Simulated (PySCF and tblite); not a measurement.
The numbers below are computed, except where a source is named.
C6H11F, numbered as in [F:1][CH:2]1[CH2:3][CH2:4][CH2:5][CH2:6][CH2:7]1.

Search: ETKDG and KDG, MMFF94s, GFN2-xTB, 90 starts; geometries at PBE0-D3(BJ)/def2-SVP. Weights use B3LYP-D3(BJ)/def2-TZVP (IEF-PCM, chloroform) energies plus GFN2-xTB zero-point and thermal terms (modes under about 100 cm⁻¹ blended into free rotors). Symmetry numbers and mirror images are counted. Conformers within 3 kcal/mol (GFN2-xTB free energy) were kept, 8 at most. Run with PySCF (density fitting) and tblite.

The 6-ring runs over atoms 2–3–4–5–6–7.

```tsv
conformer	shape	symmetry
1	6-ring chair (all substituents equatorial)	Cs
2	6-ring chair (F1 axial)	Cs
```

(1) Which of these conformers is the most populated at 298.15 K, and with what share?

(2) Give the DFT energies and free energies relative to the lowest, and all weights.

(3) How does its share change from 250 K to 373.15 K?

Answers

(1) Conformer 1, about 69 %. The lead over the next is within the error of the method.

(2) 
```csv
conformer,shape,E(DFT) kcal/mol,G(298.15 K) kcal/mol,weight %
1,6-ring chair (all substituents equatorial),0.00,0.00,68.8
2,6-ring chair (F1 axial),0.46,0.47,31.2
```

(3) From 72 % to 66 %; the mixing entropy goes from 1.18 to 1.28 cal/(mol K).
